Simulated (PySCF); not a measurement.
CH3BI2O, SMILES O(C)B(I)I. Atoms are numbered in the order given.

```xyz
8

B     -0.6504     0.0120     0.0000
I      0.2113     1.9764     0.0000
I      0.6279    -1.7321     0.0000
O     -1.9762    -0.0810     0.0000
C     -2.7550    -1.2734     0.0000
H     -2.5383    -1.8740     0.8964
H     -3.8101    -0.9719     0.0000
H     -2.5383    -1.8740    -0.8964
```

Geometry optimised at r2SCAN-D4/def2-SVP. The def2 effective core potentials stand for the cores of I; spin–orbit coupling is left out. Other conformers were not sampled.

Method: PBE/def2-TZVP run with PySCF.

ESP charges are fitted to the potential on shells at 1.4 to 2.0 van der Waals radii. Atomic charges (e):

| atom | Mulliken | ESP fit | Löwdin |
|---|---|---|---|
| B1 | -0.02 | 0.07 | -1.36 |
| I2 | ___ | -0.06 | 0.48 |
| I3 | ___ | -0.07 | 0.45 |
| O4 | -0.14 | -0.12 | 0.38 |
| C5 | ___ | -0.20 | -0.30 |
| H6 | ___ | 0.12 | 0.12 |
| H7 | ___ | 0.13 | 0.12 |
| H8 | ___ | 0.12 | 0.12 |

Q: Complete the blanks. (Estimate from the structure and the level; the computed values follow.)

A: 
- I2, Mulliken: -0.01
- I3, Mulliken: -0.04
- C5, Mulliken: -0.22
- H6, Mulliken: 0.14
- H7, Mulliken: 0.15
- H8, Mulliken: 0.14

Computed Mayer and Wiberg (Löwdin basis) orders of the bonds:
```json
[
 {"bond": "B1–I2", "Mayer": "1.22", "Wiberg": "1.92"},
 {"bond": "B1–I3", "Mayer": "1.19", "Wiberg": "1.86"},
 {"bond": "B1–O4", "Mayer": "1.50", "Wiberg": "2.02"},
 {"bond": "O4–C5", "Mayer": "0.89", "Wiberg": "1.35"},
 {"bond": "C5–H6", "Mayer": "0.96", "Wiberg": "0.92"},
 {"bond": "C5–H7", "Mayer": "0.96", "Wiberg": "0.93"},
 {"bond": "C5–H8", "Mayer": "0.96", "Wiberg": "0.92"}
]
```
